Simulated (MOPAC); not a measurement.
MOPAC input (PM6):

```
PM6 FORCE THERMO(298,298) PRECISE LET GEO-OK AUX(PRECISION=9) THREADS=1
H2Cl2S2Si

S     1.87273932 1    0.02241119 1   -0.96980373 1
Si   -0.00599274 1    0.02162295 1    0.01717295 1
S    -1.16535849 1   -1.46414845 1   -0.95665209 1
Cl    0.13510718 1   -0.36835825 1    2.00709203 1
Cl   -0.80270369 1    1.87972418 1   -0.15033905 1
H     2.29748414 1   -1.23138441 1   -0.66005042 1
H    -2.21515858 1   -1.58707459 1   -0.10399135 1
```

From the output:

```
     H    7   4.061343

          HEAT OF FORMATION =     -98.982049 KCALS/MOLE

          ZERO POINT ENERGY      13.625 KCAL/MOL

           NORMAL COORDINATE ANALYSIS (Total motion = 1 Angstrom)

   Root No.       1         2         3         4         5         6         7         8

                 1 A       2 A       3 A       4 A       5 A       6 A       7 A       8 A

                  91.9     108.4     133.6     160.5     167.8     179.5     189.7     356.0

           1    0.0001   -0.0041   -0.0116    0.0845   -0.0334    0.0798   -0.0049   -0.1672
           2   -0.0127    0.1252   -0.0302    0.0627    0.0394   -0.0453    0.0179    0.0025
           3   -0.0479    0.0086    0.0586   -0.0029    0.0644    0.0399   -0.0066   -0.0012
           4   -0.0018   -0.0017   -0.0091    0.0762   -0.0261    0.0682   -0.0050   -0.0104
           5    0.0015   -0.0014    0.0025   -0.0718   -0.0374    0.0624   -0.0012    0.0194
           6    0.0026    0.0011   -0.0019    0.0111   -0.0791   -0.0470    0.0152   -0.0004
           7    0.0048   -0.1220    0.0166   -0.0966   -0.0033   -0.0117   -0.0012    0.0465
           8    0.0028    0.0270    0.0009   -0.0329   -0.0481    0.0969   -0.0041    0.1681
           9    0.0437    0.0027   -0.0479   -0.0191    0.0645    0.0262   -0.0459   -0.0000
          10    0.0461    0.0485   -0.0352   -0.0172   -0.0144   -0.0855    0.0129    0.0707
          11    0.0254   -0.0786   -0.0228   -0.0062    0.0860   -0.0191   -0.0204   -0.0874
          12   -0.0068   -0.0759   -0.0063    0.1097   -0.0143   -0.0284    0.0022    0.1356
          13   -0.0460    0.0681    0.0382   -0.0328    0.0661   -0.0318    0.0003    0.0498
          14   -0.0279   -0.0705    0.0324    0.0250   -0.0439   -0.0783    0.0160   -0.0853
          15    0.0048    0.0696   -0.0021   -0.0981   -0.0533   -0.0041    0.0139   -0.1342
          16   -0.0489    0.0492    0.0301    0.1191    0.1367    0.1127   -0.0062   -0.1531
          17    0.3507    0.2883    0.5251    0.2231   -0.0756   -0.1354   -0.2854   -0.0227
          18   -0.2354   -0.0600   -0.2038   -0.0741    0.1562    0.0908    0.1413    0.0093
          19   -0.0620   -0.0908   -0.0377   -0.1009   -0.0598   -0.0550   -0.1214    0.0431
          20    0.0081    0.1514   -0.0025    0.1688   -0.0886    0.1831    0.0331    0.1315
          21    0.3654   -0.1114    0.2127    0.0565    0.3236    0.2569    0.5397   -0.0095

   Root No.       9        10        11        12        13        14        15

                 9 A      10 A      11 A      12 A      13 A      14 A      15 A

                 514.6     532.2     542.9     626.4     630.0    2644.6    2653.1

           1   -0.0167   -0.1133   -0.0092    0.0212   -0.0380    0.0048    0.0002
           2    0.0049   -0.0036   -0.0001   -0.0061   -0.0106   -0.0124   -0.0005
           3    0.0098    0.0016    0.0099   -0.0031   -0.0224   -0.0253   -0.0012
           4    0.0415    0.1581    0.0373   -0.0668    0.0314    0.0011   -0.0004
           5   -0.0032   -0.0217    0.1622    0.0474    0.0340   -0.0000   -0.0008
           6    0.1239   -0.0809   -0.0237   -0.0053    0.0636   -0.0002   -0.0000
           7    0.0041    0.0063   -0.0350    0.0141   -0.0069    0.0013   -0.0280
           8   -0.0158   -0.0364   -0.0889   -0.0408   -0.0148   -0.0002    0.0020
           9   -0.0019    0.0060   -0.0011    0.0044   -0.0022    0.0002   -0.0059
          10   -0.0277   -0.0035    0.0130    0.0095   -0.0059   -0.0000   -0.0000
          11    0.0338    0.0031   -0.0225   -0.0081    0.0069   -0.0000    0.0000
          12   -0.0558   -0.0003    0.0313    0.0138   -0.0149   -0.0000   -0.0000
          13    0.0185   -0.0250    0.0072    0.0061    0.0016   -0.0000   -0.0000
          14   -0.0270    0.0345   -0.0157   -0.0067   -0.0097   -0.0000    0.0000
          15   -0.0484    0.0580   -0.0194   -0.0104   -0.0162   -0.0001   -0.0000
          16   -0.4456   -0.0398   -0.3050    0.1347    0.7140   -0.1799   -0.0090
          17   -0.0492    0.0044   -0.0054    0.0076    0.0580    0.3983    0.0182
          18   -0.0601    0.0040   -0.0546    0.0183    0.1082    0.8160    0.0382
          19    0.0131    0.0428   -0.0445    0.0568   -0.0085   -0.0422    0.9054
          20    0.2501    0.5512   -0.3429    0.6808   -0.0982    0.0021   -0.0437
          21    0.0184   -0.0221    0.0196   -0.0282   -0.0030   -0.0088    0.1886

           MASS-WEIGHTED COORDINATE ANALYSIS (NORMAL COORDINATES)

   Root No.       1         2         3         4         5         6         7         8

                 1 A       2 A       3 A       4 A       5 A       6 A       7 A       8 A

                  91.9     108.4     133.6     160.5     167.8     179.5     189.7     356.0

           1    0.0010   -0.0158   -0.0761    0.3413   -0.1584    0.3522   -0.0383   -0.4726
           2   -0.0881    0.4824   -0.1975    0.2535    0.1868   -0.1998    0.1381    0.0072
           3   -0.3322    0.0331    0.3833   -0.0118    0.3053    0.1759   -0.0509   -0.0034
           4   -0.0117   -0.0062   -0.0560    0.2882   -0.1159    0.2816   -0.0359   -0.0274
           5    0.0095   -0.0051    0.0156   -0.2714   -0.1659    0.2575   -0.0084    0.0512
           6    0.0168    0.0040   -0.0116    0.0421   -0.3508   -0.1938    0.1100   -0.0010
           7    0.0333   -0.4702    0.1085   -0.3902   -0.0156   -0.0517   -0.0093    0.1314
           8    0.0195    0.1041    0.0057   -0.1330   -0.2279    0.4273   -0.0316    0.4751
           9    0.3032    0.0104   -0.3136   -0.0773    0.3056    0.1157   -0.3551   -0.0001
          10    0.3368    0.1965   -0.2422   -0.0729   -0.0716   -0.3964    0.1047    0.2101
          11    0.1858   -0.3184   -0.1566   -0.0264    0.4286   -0.0885   -0.1658   -0.2599
          12   -0.0494   -0.3074   -0.0434    0.4661   -0.0711   -0.1319    0.0180    0.4031
          13   -0.3361    0.2760    0.2627   -0.1393    0.3294   -0.1476    0.0021    0.1480
          14   -0.2034   -0.2855    0.2230    0.1061   -0.2186   -0.3634    0.1303   -0.2535
          15    0.0351    0.2822   -0.0143   -0.4167   -0.2656   -0.0188    0.1128   -0.3988
          16   -0.0602    0.0336    0.0349    0.0853    0.1149    0.0881   -0.0085   -0.0767
          17    0.4316    0.1970    0.6090    0.1599   -0.0636   -0.1059   -0.3913   -0.0114
          18   -0.2897   -0.0410   -0.2363   -0.0531    0.1312    0.0710    0.1936    0.0047
          19   -0.0763   -0.0621   -0.0438   -0.0723   -0.0503   -0.0430   -0.1664    0.0216
          20    0.0100    0.1035   -0.0029    0.1209   -0.0745    0.1432    0.0453    0.0659
          21    0.4497   -0.0762    0.2466    0.0405    0.2719    0.2009    0.7398   -0.0048

   Root No.       9        10        11        12        13        14        15

                 9 A      10 A      11 A      12 A      13 A      14 A      15 A

                 514.6     532.2     542.9     626.4     630.0    2644.6    2653.1

           1   -0.0917   -0.4716   -0.0439    0.1367   -0.2390    0.0288    0.0014
           2    0.0267   -0.0152   -0.0003   -0.0391   -0.0665   -0.0742   -0.0029
           3    0.0538    0.0066    0.0475   -0.0202   -0.1410   -0.1519   -0.0071
           4    0.2128    0.6158    0.1675   -0.4026    0.1848    0.0060   -0.0023
           5   -0.0166   -0.0846    0.7284    0.2852    0.1999   -0.0000   -0.0046
           6    0.6348   -0.3151   -0.1066   -0.0321    0.3746   -0.0010   -0.0002
           7    0.0225    0.0263   -0.1677    0.0906   -0.0435    0.0078   -0.1677
           8   -0.0867   -0.1517   -0.4264   -0.2623   -0.0932   -0.0009    0.0118
           9   -0.0102    0.0251   -0.0054    0.0281   -0.0141    0.0014   -0.0351
          10   -0.1592   -0.0154    0.0657    0.0640   -0.0389   -0.0000   -0.0003
          11    0.1944    0.0138   -0.1135   -0.0545    0.0454   -0.0000    0.0002
          12   -0.3213   -0.0013    0.1580    0.0934   -0.0984   -0.0003   -0.0003
          13    0.1063   -0.1096    0.0366    0.0414    0.0104   -0.0003   -0.0002
          14   -0.1555    0.1510   -0.0790   -0.0451   -0.0638   -0.0003    0.0000
          15   -0.2783    0.2539   -0.0981   -0.0705   -0.1074   -0.0004   -0.0001
          16   -0.4324   -0.0294   -0.2595    0.1536    0.7960   -0.1913   -0.0096
          17   -0.0477    0.0033   -0.0046    0.0087    0.0647    0.4234    0.0193
          18   -0.0583    0.0029   -0.0465    0.0209    0.1206    0.8675    0.0406
          19    0.0127    0.0316   -0.0379    0.0648   -0.0095   -0.0449    0.9623
          20    0.2427    0.4068   -0.2917    0.7767   -0.1095    0.0022   -0.0465
          21    0.0179   -0.0163    0.0167   -0.0322   -0.0034   -0.0093    0.2004

          DESCRIPTION OF VIBRATIONS

 VIBRATION          1    1A          ATOM PAIR     ENERGY CONTRIBUTION    RADIAL
 FREQUENCY            91.89         S 1 -- Si2         +61.4% (172.8%)      0.1%
 TRANSITION DIPOLE   0.2249         S 1 -- H 6         +13.3% ( 80.6%)     27.0%
 TRAVEL (Ang.)       0.5411         S 3 -- H 7         +11.6% ( 75.2%)     17.4%
 REDUCED MASS        2.5060         Si2 -- S 3          +7.0% ( 58.5%)      0.6%
 EFFECTIVE MASS     93.2591
 FORCE CONSTANT      0.0125

 VIBRATION          2    2A          ATOM PAIR     ENERGY CONTRIBUTION    RADIAL
 FREQUENCY           108.37         Si2 -- S 3         +68.2% (204.2%)      0.2%
 TRANSITION DIPOLE   0.3216         S 1 -- Si2         +20.3% (111.5%)      0.0%
 TRAVEL (Ang.)       0.2894         S 1 -- H 6          +3.3% ( 44.8%)     43.7%
 REDUCED MASS        7.4314         S 3 -- H 7          +2.9% ( 42.1%)     83.3%
 EFFECTIVE MASS    145.0004
 FORCE CONSTANT      0.0514

 VIBRATION          3    3A          ATOM PAIR     ENERGY CONTRIBUTION    RADIAL
 FREQUENCY           133.60         S 1 -- Si2         +44.7% ( 98.9%)      0.2%
 TRANSITION DIPOLE   0.2689         S 1 -- H 6         +30.8% ( 82.1%)      4.6%
 TRAVEL (Ang.)       0.4481         S 3 -- H 7         +10.4% ( 47.8%)      0.3%
 REDUCED MASS        2.5142         Si2 -- S 3          +6.2% ( 36.7%)      1.0%
 EFFECTIVE MASS     34.6832
 FORCE CONSTANT      0.0264

 VIBRATION          4    4A          ATOM PAIR     ENERGY CONTRIBUTION    RADIAL
 FREQUENCY           160.54         Si2 -- S 3         +35.8% (161.4%)      0.5%
```
